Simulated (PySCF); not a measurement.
Si(H)2(OH)(OSiH3) (H6O2Si2), SMILES [SiH3]O[SiH2]O.

Geometry optimised at PBE-D3(BJ)/def2-SVP. One conformer was computed; it need not be the lowest.

Two levels are set side by side: PBE/def2-TZVP (PySCF) and HF/def2-TZVP (PySCF). Same geometry, gas phase. Differences are taken from unrounded values.

```tsv
quantity	PBE
orbital gap (eV)	6.49
highest occupied level (eV)	-7.37
lowest empty level (eV)	-0.88
dipole moment (D)	0.99
mean polarisability (bohr³)	59.8
```

Question: These are the PBE values. What does HF give? (An estimate is asked for; the answer gives what the named calculation found.)

Answer: 
| quantity | HF | PBE minus HF |
|---|---|---|
| orbital gap (eV) | 15.39 | -8.90 |
| highest occupied level (eV) | -12.37 | 5.00 |
| lowest empty level (eV) | 3.02 | -3.90 |
| dipole moment (D) | 0.98 | 0.01 |
| mean polarisability (bohr³) | 51.6 | 8.2 |

PBE's occupied levels lie high since its potential decays too fast outside the molecule; exact exchange lowers them and widens the gap. Loosely held outer electrons make PBE densities more polarisable. Differences between two approximate levels are no errors against the true value.

Rough cost on one machine, each run with all the roots and properties that it gave: HF against PBE about 1/4.
